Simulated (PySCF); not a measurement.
C3H5ClOSi, SMILES C1[Si@H](Cl)C=CO1. Atoms are numbered in the order given.

```xyz
11

Cl    -1.9451    -0.7399     0.6610
Si    -0.3663    -0.2802    -0.6250
C      1.2660    -0.9537    -0.1375
C      2.0336     0.0969     0.2462
O      1.6066     1.3696     0.1889
C      0.2781     1.5005    -0.3723
H     -0.8867    -0.5561    -1.9903
H      1.6477    -1.9725    -0.0598
H      3.0562     0.0391     0.6383
H     -0.3171     2.1180     0.3182
H      0.3751     2.0535    -1.3226
```

Geometry optimised at r2SCAN-D4/def2-SVP. The structure was generated by enumeration; whether it is a known compound was not checked. One conformer was computed; it need not be the lowest.

These are B3LYP/def2-TZVP run with PySCF values and carry that method's errors.

ESP charges are fitted to the potential on shells at 1.4 to 2.0 van der Waals radii. Atomic charges (e):

```csv
atom,meta-Löwdin,ESP fit,Mulliken
Cl1,…,-0.21,-0.27
Si2,…,0.47,0.47
C3,-0.49,-0.47,-0.32
C4,0.14,0.14,0.07
O5,-0.32,-0.23,-0.25
C6,…,-0.16,-0.15
H7,-0.10,-0.09,-0.05
H8,…,0.18,0.12
H9,…,0.12,0.13
H10,0.14,0.12,0.12
H11,0.13,0.12,0.12
```

Question: What belongs in the gaps? (The exact figures need the calculation; the answer reports its results.)

Answer: 
- Cl1, meta-Löwdin: -0.32
- Si2, meta-Löwdin: 0.80
- C6, meta-Löwdin: -0.25
- H8, meta-Löwdin: 0.14
- H9, meta-Löwdin: 0.13

Question: Give the Mayer and Wiberg (Löwdin basis) orders of the bonds. (Estimate from the structure and the level; the computed values follow.)

Answer: 
| bond | Mayer | Wiberg |
|---|---|---|
| Cl1–Si2 | 1.13 | 1.76 |
| Si2–C3 | 1.04 | 1.17 |
| C3–C4 | 1.72 | 1.96 |
| C4–O5 | 1.15 | 1.68 |
| Si2–C6 | 0.96 | 1.06 |
| O5–C6 | 0.89 | 1.34 |
| Si2–H7 | 0.93 | 0.91 |
| C3–H8 | 0.94 | 0.85 |
| C4–H9 | 0.95 | 0.86 |
| C6–H10 | 0.95 | 0.89 |
| C6–H11 | 0.94 | 0.88 |
